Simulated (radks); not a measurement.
Charge is removed step by step from the 4f up level of the iridium ion Ir28+, starting from [Kr] 4d10 4f(up 3, down 0). Calculated with a radial shooting solver on a logarithmic mesh with Libxc functionals: scalar-relativistic Kohn-Sham, SCAN, spin-polarised, spherical densities, finite nucleus; meta-GGA in the generalised Kohn-Sham scheme; Fermi nuclear charge, rms radius 5.4032 fm.

| removed (e) | E - E(0) (eV) | eigenvalue (eV) | E minus straight line (eV) |
|---|---|---|---|
| 0 | 0.000 | -929.34 | 0.000 |
| 0.25 | 233.91 | -942.30 | -4.886 |
| 0.5 | 471.07 | -955.32 | -6.526 |
| 0.75 | 711.50 | -968.39 | -4.894 |
| 1 | 955.19 | -981.52 | 0.000 |

Removing the whole electron costs 955.19 eV by Delta-SCF, against 929.34 eV from minus the eigenvalue at the starting occupation. Slater's transition state (half an electron removed) gives 955.32 eV. Integrating minus the eigenvalue over the occupation (Janak's theorem) gives 955.36 eV. In this scalar-relativistic scheme the density is built from large components alone, so the theorem holds only approximately. The mean slope of the eigenvalue, de/dn, is 52.2 eV per electron. Ionisation energy of Ir28+ in the NIST Atomic Spectra Database: 980 eV (theoretical).
